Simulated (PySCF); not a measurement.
# Telling isomers of C$_{7}$H$_{4}$ClN apart by NMR

[PySCF 2.14.0 with density-fitted response routines: GIAO PBE0/pcSseg-1 shieldings; geometry: GFN2-xTB; non-relativistic; gas phase; fast rotation and ring inversion assumed for equivalent nuclei; single conformer]

Referencing at the same level of theory: 1H (σref 31.72) and 13C (σref 186.93) vs TMS. Where no couplings were computed, multiplicities follow the n + 1 count of equivalent neighbours, and m marks all less simple cases (inequivalent or close neighbours, rings, F or P nearby). Shifts are as computed. Against solution values, carbons near 30 ppm lie about +3 ppm off and those near 130 ppm about +5 ppm; carbons on Cl a further +6 ppm. Of 1211 compounds with measured shifts, 218 miss one by over three times the rms of a fit or turn the order of signals round; such compounds aren't used in these exercises. Carbons bonded to Cl come out too deshielded.

(1) Tabulate the signals of `N#Cc1cccc(Cl)c1`, `C=C1C=C(Cl)C=C1C#N` and their relative energies.

(2) What is the quickest way to tell N#Cc1cccc(Cl)c1 from C=C1C=C(Cl)C=C1C#N?

## Answers

(1) 
```tsv
SMILES	carbon types	δC	δH	E rel. (kcal/mol)
N#Cc1cccc(Cl)c1	3×C 4×CH	147.4, 140.2, 138.9, 137.5, 135.7, 123.5, 119.2	7.92 (s, 1H), 7.79 (m, 1H), 7.79 (m, 1H), 7.70 (m, 1H)	0.0
C=C1C=C(Cl)C=C1C#N	4×C 2×CH 1×CH2	154.9, 152.8, 150.1, 138.8, 130.9, 119.0, 113.7	7.05 (s, 1H), 6.80 (br s, 1H), 6.53 (br s, 1H), 6.47 (s, 1H)	32.4
```

Energies are electronic energies at PBE0/pcSseg-1 on these geometries, without zero-point or thermal terms, each for the one conformer computed, which needn't be the lowest.

(2) Both give the same number of carbon signals, but DEPT or the intensities differ. The first has an aromatic CH at 140.2 ppm, the second a terminal =CH2 carbon at 138.8 ppm. Their most deshielded carbons lie at 147.4 and 154.9 ppm. In the proton spectra the most deshielded non-exchanging signals are 7.92 (s, 1H) and 7.05 (s, 1H).
